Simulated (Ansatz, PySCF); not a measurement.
Ga(H)(Br)(NH2) (BrGaH3N), SMILES [NH2][GaH][Br]. Atoms are numbered in the order given.

```xyz
6

Ga     0.4140    -0.8846     0.0000
H      1.8953    -1.3367     0.0000
Br    -0.1344     1.3526     0.0000
N     -1.0136    -1.9889     0.0000
H     -1.9742    -1.6579     0.0000
H     -0.9546    -3.0031     0.0000
```
Charge 0, spin multiplicity 1.

Geometry: TPSSh-D3(BJ)/def2-SVP. One conformer was computed; it need not be the lowest.

Vertical ionisation energy (IE) and electron affinity (EA) in eV. Rows of orbital energies are one-electron estimates. Where ΔSCF, EOM or ADC give a negative EA the extra electron is unbound and the value depends on the basis.

| level | IE | EA |
|---|---|---|
| −ε(HOMO), −ε(LUMO), B3LYP/def2-TZVPD (PySCF) | … | … |
| −ε(HOMO), −ε(LUMO), PBE/def2-TZVPD (PySCF) | 6.39 | 1.66 |
| ΔSCF, PBE0/def2-SVPD (Ansatz), final states of multiplicity 2 and 2 | 9.81 | -0.69 |
| ΔSCF, PBE/def2-SVPD (Ansatz), final states of multiplicity 2 and 2 | 9.55 | -0.61 |

### Question
Some entries are withheld; supply them. (An estimate is asked for; the answer gives what the named calculation found.)

### Answer

- −ε(HOMO), −ε(LUMO), B3LYP/def2-TZVPD (PySCF), IE: 7.48
- −ε(HOMO), −ε(LUMO), B3LYP/def2-TZVPD (PySCF), EA: 1.16

### Question
What vertical singlet–triplet gap does ΔSCF give with PBE0/def2-SVPD (Ansatz, a first-principles code) and with PBE/def2-SVPD (Ansatz)? (Estimate from the structure and the level; the computed values follow.)

### Answer
5.13 and 4.89 eV (triplet above singlet where positive).
